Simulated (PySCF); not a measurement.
InH2F, SMILES [F][InH2].

Geometry optimised at r2SCAN-D4/def2-TZVP. The def2 effective core potentials stand for the cores of In; spin–orbit coupling is left out.

These are PySCF with M06-2X/def2-TZVPD values and carry that method's errors.

Symmetry labels are those of the subgroup C2v that the program uses (full group C2v).

Computed valence orbital energies around the gap with their symmetry:
| orbital | symmetry | energy (eV) |
|---|---|---|
| HOMO−7 | A2 | -24.44 |
| HOMO−6 | B2 | -24.34 |
| HOMO−5 | A1 | -24.30 |
| HOMO−4 | A1 | -14.00 |
| HOMO−3 | B2 | -12.16 |
| HOMO−2 | B1 | -11.98 |
| HOMO−1 | A1 | -11.33 |
| HOMO | B2 | -10.01 |
| LUMO | B1 | -1.43 |
| LUMO+1 | A1 | -0.02 |
| LUMO+2 | A1 | 0.10 |
| LUMO+3 | A1 | 0.29 |
